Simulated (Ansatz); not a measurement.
Calculated with Ansatz (gas phase, PBE0-D4/def2-TZVP geometries, no zero-point term in ΔE). CBS: MP2 limit from def2 TZ/QZ plus the TZ coupled-cluster correction, frozen cores. This one scheme is used for every species. DFT in def2-TZVPP. B3LYP here is the variant with VWN-RPA as its local correlation; programs differ in this. def2 core potentials past Kr. For Te outer-core shells are correlated without core-valence functions, which leaves a few kJ/mol of doubt a bond. Each species was taken in one conformer, which may not be the lowest.

`CS[SiH](O)F` + H₂Te → `O[SiH](F)[TeH]` + CH₃SH  (ligand exchange at the Si–S bond)

`CS[SiH](O)F`:

Z-matrix (Å, degrees):
```
C
S 1 1.820
H 1 1.088 2 110.8
H 1 1.089 2 106.4 3 -118.8
H 1 1.090 2 111.1 3 122.9
Si 2 2.111 1 99.7 3 -59.5
F 6 1.598 2 107.9 1 45.4
O 6 1.625 2 109.0 1 167.0
H 6 1.473 2 115.0 1 -72.7
H 8 0.959 6 118.4 2 -46.2
```

H₂Te:

Cartesian coordinates in Å:
```
Te 0.337 0.664 -0.224
H 0.426 -0.293 1.125
H -0.763 -0.371 -0.901
```

`O[SiH](F)[TeH]`:

Z-matrix (Å, degrees):
```
Si
F 1 1.594
Te 1 2.490 2 106.9
O 1 1.628 2 112.0 3 119.9
H 1 1.473 2 107.4 3 -124.2
H 3 1.656 1 90.4 2 -28.0
H 4 0.959 1 118.2 2 -70.1
```

CH₃SH:

```xyz
6

C    -0.119    0.087   -0.469
S     0.288    0.542    1.231
H     0.701   -0.446   -0.947
H    -0.283    1.024   -1.002
H    -1.033   -0.504   -0.516
H     0.446   -0.704    1.703
```

```csv
level,ΔE (kcal/mol),difference from CCSD(T)/CBS
PBE-D4,1.8,-0.2
r2SCAN-D4,2.8,0.8
PBE0-D4,2.0,0.0
B3LYP-D4,2.5,0.5
ωB97X-V,2.8,0.8
ωB97M-V,2.9,0.9
B2PLYP,2.2,0.2
PBE,1.5,-0.5
r2SCAN,2.6,0.6
PBE0,1.7,-0.3
B3LYP,2.0,0.0
HF/def2-TZVPP,2.6,0.6
MP2/def2-TZVPP,2.1,0.1
SCS-MP2/def2-TZVPP,2.3,0.3
CCSD/def2-TZVPP,2.8,0.8
CCSD(T)/def2-TZVPP,2.9,0.9
HF/def2-QZVPP,2.5,0.5
MP2/def2-QZVPP,1.5,-0.5
SCS-MP2/def2-QZVPP,1.8,-0.2
HF/CBS(def2),2.5,0.5
MP2/CBS(def2),1.2,-0.8
CCSD/CBS(def2),1.9,-0.1
CCSD(T)/CBS,2.0,0
```

Largest T1 diagnostic among the species: 0.012.
